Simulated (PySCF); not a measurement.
**From a computed spectrum to the compound**

A species of 7 atoms with charge 0 has these harmonic modes (PBE, small Gaussian bases with core potentials, PySCF 2.14.0):

| cm⁻¹ | km/mol | symmetry |
| --- | --- | --- |
| 91 | 1.1 | a'' |
| 93 | 3.7 | a' |
| 117 | 16.1 | a' |
| 170 | 0.2 | a'' |
| 261 | 18.8 | a' |
| 283 | 57.4 | a'' |
| 306 | 17.3 | a' |
| 523 | 53.3 | a' |
| 540 | 27.5 | a'' |
| 1056 | 137.9 | a' |
| 1533 | 24.0 | a'' |
| 1586 | 13.7 | a' |
| 3335 | 7.5 | a' |
| 3461 | 45.5 | a'' |
| 3517 | 34.1 | a' |

**Question.** Which species is it, and in which structure?

**Answer.** PbCl2(NH3) (singlet):
```xyz
7

Pb    0.0439    0.0760    0.4439
Cl    1.8556   -0.7325   -1.1742
Cl   -1.5621    1.2408   -1.1742
N    -1.1160   -1.9330   -0.5558
H    -1.5700   -2.7193   -0.0737
H    -1.8019   -1.4517   -1.1595
H    -0.3562   -2.2863   -1.1595
```
Ideal gas at 298.15 K and 1 bar: S = 378.8 J/(mol K), Cp = 98.7 J/(mol K), H − H(0 K) = 21.9 kJ/mol (rigid rotor, harmonic modes, spin degeneracy alone). 
 Other answers can fit too; this one was computed.
